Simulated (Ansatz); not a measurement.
Pd2S2 (the lowest singlet isomer of a short search) was relaxed with PBE0-D4 (def2-SVP) in Ansatz in these states: neutral quintet, neutral triplet. The geometries follow in no particular order.

In the def2 sets Pd takes a core potential; there is no spin–orbit coupling.

A:

```xyz
4

Pd   -0.582    0.391    1.108
Pd    0.581   -0.391   -1.108
S    -1.481    0.441   -0.932
S     1.481   -0.441    0.932
```

B:

| atom | x (Å) | y (Å) | z (Å) |
| --- | --- | --- | --- |
| Pd1 | -0.9100 | 0.6435 | -0.6952 |
| Pd2 | 0.9100 | -0.6435 | 0.6952 |
| S3 | -0.4697 | -1.6210 | -0.8856 |
| S4 | 0.4697 | 1.6210 | 0.8857 |

**Question.** Judge from the bond lengths which geometry belongs to which state (an estimate).

**Answer.** A is the neutral triplet (Pd1–S3 2.231 Å, Pd2–S3 2.231 Å, Pd2–S4 2.231 Å); B is the neutral quintet (Pd1–S3 2.315 Å, Pd2–S3 2.315 Å, Pd2–S4 2.315 Å).

At PBE0-D4/def2-TZVP a triplet lies 0.85 eV below the neutral quintet. These are the stationary points nearest to one start from a short search; other shapes may lie lower in each state.
